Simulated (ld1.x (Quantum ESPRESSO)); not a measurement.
## Configuration tests for titanium (Ti) (PAW)

* Element: titanium (Ti)
* Generator: ld1.x (Quantum ESPRESSO) 7.5
* Type: PAW
* Functional: PBE
* Relativity: fully relativistic
* Frozen core: [Ar]
* Valence charge: 4
* Reference configuration: 3d2 4s1.5 4p0.5
* Partial waves: 4s (bound): rcut 2.90, rcutus 3.10 bohr; 4s channel at 0.95 Ry: rcut 2.90, rcutus 3.10 bohr; 4p (bound): rcut 2.20, rcutus 2.95 bohr; 4p channel at 2.2 Ry: rcut 2.20, rcutus 2.95 bohr; 3d (bound): rcut 1.80, rcutus 2.35 bohr; 3d channel at 0.6 Ry: rcut 1.80, rcutus 2.35 bohr
* Local potential: all-electron potential smoothed inside 2.25 bohr (lloc = -1)
* Core correction: Bessel-smoothed model core inside 2.05 bohr
* Augmentation charge: BESSEL, radius 2.00 bohr

Open shells are filled in proportion to 2j + 1 (rel_dist='average').

Energies are relative to the spin-unpolarised reference configuration 3d2 4s1.5 4p0.5; without spin polarisation the order of configurations can differ from experiment. Not all tests gave a result: test run stopped at test 5 of 7 (negative rho). The frozen-core shift is the all-electron ΔE with the core orbitals held at their reference shape minus the fully relaxed ΔE.

Task: Give the all-electron excitation energy and the error of the potential for: 3d2 4s2 4p0; 3d2 4s1 4p0; 3d2 4s0 4p0; 3d2.5 4s1.5 4p0.

Result:

```tsv
valence configuration	charge	ΔE all-electron (eV)	error AE − PS (meV)	frozen-core shift (meV)
3d2 4s2 4p0	0	-1.519	-0.1	+0.2
3d2 4s1 4p0	+1	5.828	-0.8	+0.8
3d2 4s0 4p0	+2	19.400	-10	+10
3d2.5 4s1.5 4p0	0	-1.166	-30	+32
```

Levels in the configuration 3d2 4s2 4p0:

| level | all-electron (eV) | pseudo (eV) |
| --- | --- | --- |
| 3d j=3/2 | -4.287 | -4.285 |
| 3d j=5/2 | -4.241 | -4.238 |
| 4s j=1/2 | -4.466 | -4.466 |

The ghost test of this file was not conclusive.
